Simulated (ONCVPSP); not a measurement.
# Varying the ONCV potential for W (Z = 74)

Base potential:

```
Element                 : tungsten
Generator               : ONCVPSP 4.0.1
Type                    : optimised norm-conserving Vanderbilt (ONCV)
Functional              : PBE
Relativity              : scalar-relativistic
Frozen core             : [Kr] 4d10 4f14
Valence charge          : 14
Reference configuration : 5s2 5p6 5d4 6s0.5 (charge +1.5)
Partial waves           : 5s+6s: rc 2.00 bohr, ncon 4, nbas 8, qcut 5.1 1/bohr, 3 projectors, debl 3.1 Ha; 5p: rc 1.35 bohr, ncon 5, nbas 9, qcut 6.7 1/bohr, 2 projectors, debl 2.7 Ha; 5d: rc 2.75 bohr, ncon 4, nbas 8, qcut 6.9 1/bohr, 3 projectors, debl 2.8 Ha
Local potential         : polynomial inside 0.95 bohr (lpopt 5, dvloc0 -1 Ha)
Core correction         : none
```

Cutoffs, loose and tight: the cutoffs (Ha) at which the residual kinetic energy of the hardest occupied pseudo-wave falls to 1 and 0.1 mHa per electron. They do not see the model core or the augmentation charge, which bear on the density cutoff. Test errors are all-electron minus pseudo excitation energies from the reference, over the configurations 5s2 5p6 5d4 6s2; 5s2 5p6 5d4 6s1; 5s2 5p6 5d4 6s0; 5s2 5p6 5d5 6s1. A dash means not determined; rows that change the core or the reference have their own tests.

```csv
change,outcome,"cutoff, loose","cutoff, tight",bound ghosts,GHOST(+) flags above zero,largest test error (meV)
base,generated,78 Ha,136 Ha,none,"s, p, d",+7.6
"local potential polynomial inside 0.95 bohr (lpopt 5, dvloc0 -1.5 Ha)",generated,78 Ha,136 Ha,none,"s, p, d",+7.7
"local potential polynomial inside 0.95 bohr (lpopt 5, dvloc0 1 Ha)",generated,78 Ha,136 Ha,none,"s, p, d",+7.6
"local potential polynomial inside 0.95 bohr (lpopt 5, dvloc0 2.5 Ha)",generated,78 Ha,136 Ha,none,"s, p, d",+7.6
"local potential polynomial inside 0.95 bohr (lpopt 5, dvloc0 4.5 Ha)",generated,78 Ha,136 Ha,none,"s, p, d",+7.6
"local potential polynomial inside 0.95 bohr (lpopt 5, dvloc0 5.5 Ha)",generated,78 Ha,136 Ha,none,"s, d",+7.6
"local potential polynomial inside 0.95 bohr (lpopt 5, dvloc0 7.5 Ha)",generated,78 Ha,136 Ha,none,"s, d",+7.6
"local potential polynomial inside 0.95 bohr (lpopt 5, dvloc0 9 Ha)",generated,78 Ha,136 Ha,none,"s, d",+7.6
```

Reading the sweep of the dvloc0 (base included, trends over the rows without a ghost): The loose cutoff stays near 78 Ha. The median size of the test errors (rows with all tests solved) stays near 3.5 meV.
